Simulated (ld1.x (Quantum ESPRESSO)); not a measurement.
Cutoff test, Zn (Z = 30), RRKJ

```json
{"Element": "Zn (Z = 30)", "Generator": "ld1.x (Quantum ESPRESSO) 7.5", "Type": "norm-conserving RRKJ (Kleinman–Bylander form)", "Functional": "PBE", "Relativity": "scalar-relativistic", "Frozen core": "[Ne]", "Valence charge": "20", "Reference configuration": "3s2 3p6 3d10 4s1 4p0 (charge +1)", "Partial waves": "3s (bound): rc 1.10 bohr; 3d (bound): rc 1.10 bohr; 3p (bound): rc 0.65 bohr", "Local potential": "the p channel", "Core correction": "none"}
```

Occupied shells without a wave of their own: 4s. They enter only through the test configuration that unscreens the potential.

The pseudo-atom Hamiltonian at the reference potential is diagonalised in spherical Bessel functions j_l(qr) that vanish at 20 bohr, with q² up to the cutoff. All-electron valence levels (Ry): 3s -10.2090, 4s -1.0288, 3d -1.4523, 3p -6.8416, 4p -0.5716.

**Question.** How do the lowest levels (Ry) of each channel move with the cutoff, and are there ghosts?

**Answer.**

```
cutoff (Ry)      s #1     s #2     d #1     p #1     p #2     p #3     f #1    f #2  Σ f·Δε (mRy)
          8   -8.2046  -0.8082  -0.2035  -1.9893  -0.3207  -0.1071  -0.0495  0.0498       45870.8
         18   -9.9892  -1.0152  -0.2188  -4.0221  -0.4355  -0.1343  -0.0495  0.0498       29744.4
         35  -10.1433  -1.0647  -0.2508  -6.0316  -0.5286  -0.1544  -0.0495  0.0498       17009.9
         55  -10.1792  -1.0660  -0.4334  -6.6829  -0.5625  -0.1614  -0.0495  0.0498       11202.4
         90  -10.2083  -1.0661  -1.2195  -6.8149  -0.5713  -0.1632  -0.0495  0.0498        2491.8
        140  -10.2089  -1.0661  -1.4509  -6.8254  -0.5716  -0.1633  -0.0495  0.0498         114.2
        230  -10.2090  -1.0662  -1.4523  -6.8412  -0.5723  -0.1634  -0.0495  0.0498           4.2
        400  -10.2090  -1.0663  -1.4524  -6.8418  -0.5723  -0.1635  -0.0495  0.0498           0.0
```

Result: no extra level below or beside the all-electron valence levels (s, d, p, f tested); 10 mRy is reached at 230 Ry and 1 mRy at over 300 Ry.

The potential misses its own reference levels by up to 0.5 eV. Its largest configuration-test error is -1317 meV.
